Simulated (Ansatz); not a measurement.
`[SiH3][O][Sn][Cl]` + dimethylamine → `C[N](C)[Sn][Cl]` + silanol at 700 K and 1 bar (ligand exchange at the Sn–O bond).

Program: Ansatz. Geometries: PBE0-D4/def2-TZVP. ΔE: electronic, gas phase. CCSD(T)/CBS is the MP2 limit (def2-TZVPP, def2-QZVPP) plus CCSD(T) − MP2 in def2-TZVPP, frozen cores. Elements past krypton have def2 core potentials. For Sn outer-core shells are correlated without core-valence functions, which leaves a few kJ/mol of doubt a bond. One conformer a species, not always the lowest.

| species | CCSD(T)/CBS energy (Eh) | H − E (kJ/mol) | S (J/(mol·K)) |
| --- | --- | --- | --- |
| `[SiH3][O][Sn][Cl]` | -1039.98803 | 143.8 | 460.4 |
| `CNC` | -135.00321 | 296.9 | 352.4 |
| `C[N](C)[Sn][Cl]` | -808.28811 | 294.7 | 482.1 |
| `O[SiH3]` | -366.69042 | 144.6 | 321.6 |

H − E and S are ideal-gas, rigid-rotor, harmonic terms from PBE0-D4/def2-TZVP, for one conformer and one mirror image of each species. 1 Eh = 2625.50 kJ/mol, R = 8.31446 J/(mol·K).

Question: By hand: ΔE, ΔH, ΔS and ΔG.

Answer: ΔE = (-808.28811) + (-366.69042) − (-1039.98803) − (-135.00321) = 0.01271 Eh = 33.4 kJ/mol. Δ(H − E) = 294.7 + 144.6 − 143.8 − 296.9 = -1.4, so ΔH = 32.0 kJ/mol. ΔS = 482.1 + 321.6 − 460.4 − 352.4 = -9.1 J/(mol·K). ΔG = 32.0 − 700 × (-9.1)/1000 = 38.4 kJ/mol.

Question: By hand: the equilibrium constant, and the temperature at which ΔG would vanish if ΔH and ΔS stayed fixed.

Answer: log₁₀ K = −ΔG/(RT ln 10) = -2.9. ΔH and −TΔS have one sign here, so there is no such temperature.

The number of gas molecules stays the same, so ΔS is small and ΔH decides. A doubt of 5 kJ/mol in ΔE shifts log₁₀ K by 0.4 here. Other conformers and mirror images would add mixing entropy, several J/(mol·K) or more a flexible species. These are equilibria of isolated gas molecules and say nothing of rates. Largest T1 diagnostic: 0.017 (customary marks: 0.02 for closed shells, 0.045 for open ones).

ΔS is within the doubt of such terms, so its sign, and with it that verdict, could turn.
